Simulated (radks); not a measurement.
Results of a calculation; reference values are marked as such.
Q: These are the eigenvalues of the occupied orbitals of an atom or ion with whole-number occupations (eV). Level of theory: scalar-relativistic Kohn-Sham, r2SCAN, spin-polarised, spherical densities, finite nucleus; meta-GGA in the generalised Kohn-Sham scheme; Fermi nuclear charge, rms radius of each element as measured or else 0.836 A^(1/3) + 0.57 fm (a radial shooting solver on a logarithmic mesh with Libxc functionals).

| orbital | eigenvalue |
|---|---|
| 1s up | -5032.320 |
| 1s down | -5030.246 |
| 2s up | -682.6751 |
| 2s down | -681.6856 |
| 2p up | -588.6603 |
| 2p down | -586.5190 |
| 3s up | -185.7328 |
| 3s down | -176.2659 |
| 3p up | -158.8575 |

Which element is it, and in what charge state? The configuration may be excited. Open shells, if any, are filled with parallel spins first.

A: Z = 22, titanium, charge +7: Ti7+ in [Ne] 3s2 3p3. The list shows which subshells hold electrons but not how many an open one holds; the 1s level, -184.93 hartree, gives Z - s = 19.2 by -(Z - s)^2/2, which with screening and relativity narrows Z to a few neighbours, and the depths of the outer levels then fix element, charge and occupations together.
